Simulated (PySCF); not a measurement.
Sn(I)2 anion (I2Sn), SMILES [I][Sn][I] (connectivity only; charge and spin as stated), charge -1, multiplicity 2. Atoms are numbered in the order given.

```xyz
3

Sn     0.0000     0.0000     1.2698
I      0.0000     2.2772    -0.5990
I      0.0000    -2.2772    -0.5990
```
Charge -1, spin multiplicity 2.

The structure is a stationary point at B3LYP-D3(BJ)/def2-SVPD. The multiplicity is an assumed one; other spin states were not compared. The isomer is the one that the SMILES or the coordinates give; other isomers of the formula were not compared. The def2 effective core potentials stand for the cores of I, Sn; spin–orbit coupling is left out.

The numbers are results of C-PCM-ωB97X/def2-SVPD run with PySCF, not measurements.

The values are the electrostatic part of the solvation free energy, E(continuum) − E(gas) at the gas-phase geometry, in a cavity of scaled van der Waals radii (PySCF's table); cavitation and dispersion terms are not included. A continuum can't describe solvent molecules that bind to the metal.

Computed values in water (ε = 78.36), dichloromethane (ε = 8.93), toluene (ε = 2.37):
| solvent | ε | ΔG(elec) (kcal/mol) |
|---|---|---|
| water | 78.36 | -44.5 |
| dichloromethane | 8.93 | -39.9 |
| toluene | 2.37 | -25.8 |
